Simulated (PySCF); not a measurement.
BrHg, neutral, multiplicity 2. Atoms are numbered in the order given.

```xyz
2

Hg     0.0000     0.0000    -0.7754
Br     0.0000     0.0000     1.7723
```
Charge 0, spin multiplicity 2.

Geometry: r2SCAN-D4/def2-TZVP. The spin state was assumed, not searched. The def2 effective core potentials stand for the cores of Hg; spin–orbit coupling is left out.

Level of theory: PySCF with PBE/def2-TZVPD.

Isolated molecule, no solvent.

### Question
Estimate the frontier levels, dipole moment and polarisability. (Estimate from the structure and the level; the computed values follow.)

### Answer

- α spin, highest occupied and lowest empty level = -6.15 and -1.54 eV
- β spin, highest occupied and lowest empty level = -6.81 and -5.36 eV
- dipole moment = 2.45 D
- mean static polarisability = 61.8 bohr³ (9.16 Å³)
- polarisability, principal values = 47.9, 47.9, 89.7 bohr³
- ⟨S²⟩ = 0.752 (pure state 0.75)
